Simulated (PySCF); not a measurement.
# Ionisation energy of Tb⁴⁷⁺ by level of theory

Tb⁴⁷⁺ [Ar] (1S) → Tb⁴⁸⁺ [Ne] 3s2 3p5 (2P), as a difference of total energies. All numbers are calculated (PySCF 2.14, scalar relativity by spin-free X2C-1e, in an even-tempered Gaussian basis (18 s from 10 bohr⁻², ratio 2.5; 12 p from 14 bohr⁻², ratio 2.5; 4 d from 58 bohr⁻², ratio 2.7; 4 f from 87 bohr⁻², ratio 2.7)). Correlated levels: outer shells: 1s2 frozen; virtual orbitals above 40 to 60 times the deepest correlated orbital energy dropped. The calculations carry no spin-orbit coupling.

```csv
method,ionisation energy (eV)
UHF,4201.1
MP2 (outer shells),4202.1
SCS-MP2 (outer shells),4202.0
CCSD (outer shells),4202.1
CCSD(T) (outer shells),4202.1
```

A first-order spin-orbit estimate (lowest level to lowest level, LS coupling) adds -58.660 eV.

Breit and QED terms and the two-electron picture change are absent.

For comparison: 4139 ± 4 eV (theoretical estimate listed by NIST; NIST Atomic Spectra Database, ionization energies).
